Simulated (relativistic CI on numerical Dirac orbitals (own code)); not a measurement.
# Hyperfine structure of Rb¹³⁺, mass number 85

Computed by Dirac-Coulomb-Breit CI, KLI orbitals optimised for each configuration, a model potential for QED, unscaled Slater integrals (own radial code, finite nucleus).

CI space (outside the closed core [Ne]): 3s²3p⁶3d⁶, 3s²3p⁵3d⁷, 3s²3p⁴3d⁸, 3s3p⁶3d⁷, 3s²3p⁶3d⁵4s, 3p⁶3d⁸, 3s²3p⁶3d⁵4p, 3s3p⁵3d⁸, 3s²3p⁶3d⁵4d, 3s²3p⁶3d⁴4s², 3s²3p⁶3d⁵4f, 3s²3p⁶3d⁴4s4p, 3s²3p⁶3d⁵5s, 3s²3p⁶3d⁴4p², 3s²3p⁶3d⁵5p, 3s²3p⁶3d⁵5d. Levels of other configurations are missing.

Nuclear spin I = 5/2, μ = 1.35306 μN, Q = 0.276 b (tables of Stone and Pyykkö). The electronic factors are computed for point nuclear moments, without core polarisation or the Bohr-Weisskopf and QED corrections.

| Level | E (cm⁻¹) | A (MHz) | B (MHz) |
| --- | --- | --- | --- |
| 3s²3p⁶3d⁶ ⁵D4 | 0.0 | 1085 | 1400 |
| 3s²3p⁶3d⁶ ⁵D3 | 6923.7 | 777.9 | 333 |
| 3s²3p⁶3d⁶ ⁵D2 | 10133.2 | 740.1 | -299 |
| 3s²3p⁶3d⁶ ⁵D1 | 12644.6 | 675 | -473 |
| 3s²3p⁶3d⁶ ³P2 | 52099.1 | 785.8 | -167 |
| 3s²3p⁶3d⁶ ³H6 | 60123.6 | 1775 | -757 |
| 3s²3p⁶3d⁶ ³H5 | 61372.6 | 1709 | 113 |
| 3s²3p⁶3d⁶ ³F3 | 64982.2 | 1854 | 559 |

Levels with J = 0, under 50 % of one LS term, or S terms without an open s electron are left out. Small factors come from cancelling terms and can be off by tens of per cent or more.

At this charge energies of transitions that change n are usually good to better than 1 %, and those within a shell (Δn = 0) to a few per cent. Terms inside the open d or f shell come out 10 to 20 % too wide with unscaled integrals.

Problem. Give the hyperfine levels of 3s²3p⁶3d⁶ ⁵D4 relative to its centre of gravity.

Solution. With K = F(F + 1) − I(I + 1) − J(J + 1), E = AK/2 + B[¾K(K + 1) − I(I + 1)J(J + 1)]/[2I(2I − 1)J(2J − 1)]: F = 3/2: -12870, F = 5/2: -10570, F = 7/2: -7196, F = 9/2: -2584, F = 11/2: 3464, F = 13/2: 11200 MHz.

LS names give the leading component of a level, which can be under half, so a name can repeat, a term be missing and a line seem to break the LS rules.
